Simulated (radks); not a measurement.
Results of a calculation; reference values are marked as such.
All-electron atom: Sc in [Ar] 3d1 4s2 (the NIST ground configuration). Code: a radial shooting solver on a logarithmic mesh with Libxc functionals. Model: Dirac Kohn-Sham, LDA (Slater exchange, Perdew-Wang correlation), spin-unpolarised, spherical densities, finite nucleus; open shells fill j = l - 1/2 first; Fermi nuclear charge, rms radius 3.5459 fm.

X-ray form factor f0, the Fourier transform of the density (f0(0) = 21):

sin(theta)/lambda (1/angstrom),f0 (electrons)
0.05,20.174
0.1,18.407
0.15,16.641
0.2,15.098
0.25,13.701
0.3,12.412
0.4,10.245
0.5,8.709
0.6,7.692
0.8,6.447
1,5.482
1.25,4.334
1.5,3.347
2,2.095
